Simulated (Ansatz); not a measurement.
System: tetramethoxygermane, C$_{4}$H$_{12}$GeO$_{4}$, charge 0, multiplicity 1. SMILES: [O]([Ge]([O]C)([O]C)[O]C)C
Structure (B3LYP-D3(BJ)/def2-TZVP (Ansatz, a quantum-chemistry and plane-wave program) minimum search):
```xyz
21

C     -1.2163    -0.5429     2.4265
O     -1.1786    -0.8146     1.0268
Ge     0.0000     0.0000     0.0000
O     -0.3025     1.7207    -0.2332
C     -1.4131     2.1516    -1.0178
O      1.5665    -0.1464     0.7946
C      2.6921     0.5727     0.2942
O     -0.0854    -0.7598    -1.5882
C     -0.0628    -2.1813    -1.7029
H     -1.9916    -1.1764     2.8579
H     -1.4677     0.5032     2.6244
H     -0.2610    -0.7731     2.9040
H     -1.3828     3.2409    -1.0501
H     -2.3625     1.8401    -0.5723
H     -1.3568     1.7629    -2.0373
H      3.5327     0.3572     0.9541
H      2.5087     1.6497     0.2903
H      2.9516     0.2544    -0.7198
H      0.8786    -2.5977    -1.3322
H     -0.8908    -2.6395    -1.1571
H     -0.1583    -2.4217    -2.7619
```

Quantity: atomisation energy (electronic, to ground-state atoms), in kcal/mol. Correlated levels leave the core frozen unless marked. Open shells are spin-unrestricted. No spin-orbit coupling. Frozen are the shells of the preceding noble gas and the d and f shells that filled before the atom's block. No relativistic terms. The coupled-cluster limit lacks core correlation, which all-electron functionals hold. Basis-set limits of correlation are two-point, X^-3; Hartree-Fock from the larger set. The bracket is a focal-point correction in the basis named.

| level | program | atomisation energy (kcal/mol) |
|---|---|---|
| PBE-D4/def2-TZVPD | Ansatz + dftd4 | 1964.7 |

Task: Estimate the value at RI-MP2/CBS(cc-pVTZ,cc-pVQZ)+[CCSD(T)-MP2]/cc-pVTZ as computed with Ansatz.

Result: 1936.9 kcal/mol
